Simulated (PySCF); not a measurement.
# Cu²⁺ (copper, charge +2) across methods

[Ar] 3d8 4p1, one real determinant (an excited configuration). Calculation: PySCF 2.14, in aug-cc-pwCVTZ-DK (10s9p7d4f3g, 127 functions); scalar relativity by spin-free X2C-1e.

```csv
method,E (hartree),mean ε 3d α (eV),mean ε 3d β (eV),mean ε 4p α (eV),Σ⟨r²⟩ (bohr²),⟨S²⟩
BHandHLYP,-1653.180,-45.364,-43.070,-20.044,20.76,3.751
PBE0,-1652.962,-42.190,-39.987,-19.442,20.72,3.751
UHF,-1651.80204,-51.084,-48.183,-21.109,21.01,3.752
LDA,-1650.259,-39.260,-37.053,-18.780,20.66,3.750
BP86,-1653.448,-39.014,-37.106,-18.829,20.68,3.750
r2SCAN,-1653.180,-39.455,-37.516,-18.883,20.64,3.751
PW91,-1653.341,-39.026,-37.057,-18.777,20.70,3.750
```

**Question.** Estimate the same row for PBE.

**Answer.** E (hartree) = -1652.939; mean ε 3d α (eV) = -38.931; mean ε 3d β (eV) = -36.926; mean ε 4p α (eV) = -18.711; Σ⟨r²⟩ (bohr²) = 20.73; ⟨S²⟩ = 3.750.

⟨L²⟩ = 14.01 against 20 for a pure G term, so this real determinant mixes terms.
